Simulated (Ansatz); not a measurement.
One change: `B[CH2][GaH2]` becomes `B[CH]([GaH2])[SiH2]F`.

Ansatz, PBE0-D4/def2-TZVP geometries, multiplicity 1. Each molecule was computed in one conformer, which needn't be the lowest.

Scalar relativity is left out up to krypton.

```tsv
property	`B[CH2][GaH2]`
HOMO–LUMO gap (B3LYP/def2-TZVPP) / eV	5.59
size of the dipole moment (ωB97M-V/def2-TZVPP) / D	1.28
LUMO energy (ωB97M-V/def2-TZVPP) / eV	-0.38
LUMO energy (PBE0/def2-TZVPP) / eV	-2.14
HOMO energy (B3LYP/def2-TZVPP) / eV	-7.99
HOMO–LUMO gap (PBE0/def2-TZVPP) / eV	6.07
```

(1) Give the same properties after the change, and the shifts. (An estimate is asked.)

Answers

(1) The calculation gave: 
| property | `B[CH]([GaH2])[SiH2]F` | shift |
| --- | --- | --- |
| HOMO–LUMO gap (B3LYP/def2-TZVPP) / eV | 5.74 | 0.15 |
| size of the dipole moment (ωB97M-V/def2-TZVPP) / D | 2.10 | 0.82 |
| LUMO energy (ωB97M-V/def2-TZVPP) / eV | -0.64 | -0.26 |
| LUMO energy (PBE0/def2-TZVPP) / eV | -2.37 | -0.23 |
| HOMO energy (B3LYP/def2-TZVPP) / eV | -8.35 | -0.36 |
| HOMO–LUMO gap (PBE0/def2-TZVPP) / eV | 6.19 | 0.12 |

With PBE0 the HOMO falls by 0.34 eV and the LUMO falls by 0.23 eV, so the gap widens by about 0.11 eV. PBE moves the HOMO by -0.23 eV and ωB97M-V by -0.38 eV. Dipoles are sizes alone; their direction can turn.

B3LYP here is the variant with VWN-RPA as its local correlation; programs differ in this.
